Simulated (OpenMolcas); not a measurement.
# Xe5+: effect of the active space

```json
{"Program": "OpenMolcas", "Method": "CASSCF or its RAS form", "Basis": "ANO-RCC-VTZP", "Scalar Hamiltonian": "DKH2, point nucleus", "Spin-orbit coupling": "state interaction with AMFI integrals over the reference wave functions, term energies averaged over their components"}
```

A. 3 electrons in 4 orbitals (5s 5p); 2S+1 = 4 odd, 1 root; 2S+1 = 2 odd, 11 roots; 2S+1 = 4 even, 3 roots; 2S+1 = 2 even, 9 roots; cost about 20 core-seconds
B. 3 electrons in 8 orbitals (5s 5p 6s 6p); 2S+1 = 4 odd, 1 root; 2S+1 = 2 odd, 11 roots; 2S+1 = 4 even, 3 roots; 2S+1 = 2 even, 9 roots; cost about 30 core-seconds
C. 3 electrons in 9 orbitals (RAS2 5s 5p; RAS3 5d, at most 2 electrons); 2S+1 = 4 odd, 1 root; 2S+1 = 2 odd, 11 roots; 2S+1 = 4 even, 3 roots; 2S+1 = 2 even, 9 roots; cost about 30 core-seconds

Energies in cm-1 above 5s2 5p 2P* 1/2, the measured ground level; measured values from Saloman, J. Phys. Chem. Ref. Data 33, 765 (2004).

```csv
Level,A,B,C,Measured
5s2 5p 2P* 1/2,0.0,0.0,0.0,0.0
5s2 5p 2P* 3/2,13780,13558,13697,15599
5s 5p2 4P 1/2,83523,84061,86136,92586
5s 5p2 4P 3/2,89866,90377,92501,100378
5s 5p2 4P 5/2,96872,97379,99157,107205
5s 5p2 2D 3/2,130996,130553,121914,124870
5s 5p2 2D 5/2,133033,133373,124546,129230
5s 5p2 2S 1/2 [56 %],149492,149027,146940,157996
```

Deviations, from unrounded energies. A percentage is the sum of absolute deviations over the sum of measured energies, with the sign that they share, or ± where signs differ.

| Against measurement | Levels | A | B | C |
| --- | --- | --- | --- | --- |
| mean absolute deviation (cm-1) | 7 | 7200 | 7000 | 6100 |
| fine structure of the ground term (%) | 1 | -11.7 | -13.1 | -12.2 |
| other configurations (%) | 6 | ±6.8 | ±6.6 | -5.8 |

C lies closest to measurement on these levels and A furthest from it. The largest miss of C in the table is 5s 5p2 2S 1/2 [56 %], by -11000 cm-1. The ranking rests on the paired levels alone, and a cruder setting can come out closer through cancelling errors.

Among A to C the level of the table that moves most is 5s 5p2 2D 3/2, by 9100 cm-1 (lowest in C, highest in A).

Terms of s pⁿ other than that of highest spin mix with s² pⁿ⁻² d, which this space lacks; all of them can be thousands of cm-1 off, and some have no real level of that name (holds for A; B). Active for correlation alone: 6p 6s; no level in the range computed is led by a configuration that fills them, so any true level of that kind is missing (holds for B). Active for correlation alone: 5d; no level in the range computed is led by a configuration that fills it, so any true level of that kind is missing (holds for C). Computed and measured levels are paired by configuration, term and J; levels that our copy of the source lacks, or whose pairing is in doubt (as where it misses far off the trend of its configuration), stay unpaired and out of the deviations. Only configurations of the active space appear. Levels that lie high or do not pair safely by name in every column are left out.

A share in square brackets marks a mixed level and gives the weight of the term that names it, the lowest over the columns. * marks odd parity.
